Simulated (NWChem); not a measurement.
# Atomisation of H4BCl2NO

```xyz
9

B     -0.1581     0.1725    -0.2529
Cl     1.5988     0.5312     0.2479
Cl    -1.0980    -0.6402     1.1330
O     -0.8240     1.2002    -0.9207
H     -0.9767     1.9570    -0.3483
N     -0.0235    -0.9838    -1.3769
H     -0.9560    -1.2598    -1.6933
H      0.4556    -1.7997    -0.9934
H      0.5110    -0.6238    -2.1710
```
Charge 0, spin multiplicity 1.

Everything below was run with NWChem. All single points use one geometry, from PBE0/def2-SVP, a minimum by its harmonic frequencies. It is one conformer; others weren't searched.

Basis set: def2-TZVP. The atomisation energy is electronic alone: no zero-point, thermal, spin-orbit or counterpoise terms. No value is extrapolated to the basis-set limit. Free atoms are single determinants with multiplicities B 2, Cl 2, O 3, H 2, N 4.

B3LYP has NWChem's definition, with VWN1-RPA local correlation. The structure started from a generated list of species. No SCF solution was tested for a lower state.

Question: For the atomisation energy, TPSS gives 769.4 kcal/mol and r2SCAN gives 778.5 kcal/mol. What do BP86, PBE0, B3LYP give?

Answer: BP86: 793.6 kcal/mol; PBE0: 774.1 kcal/mol; B3LYP: 764.6 kcal/mol.
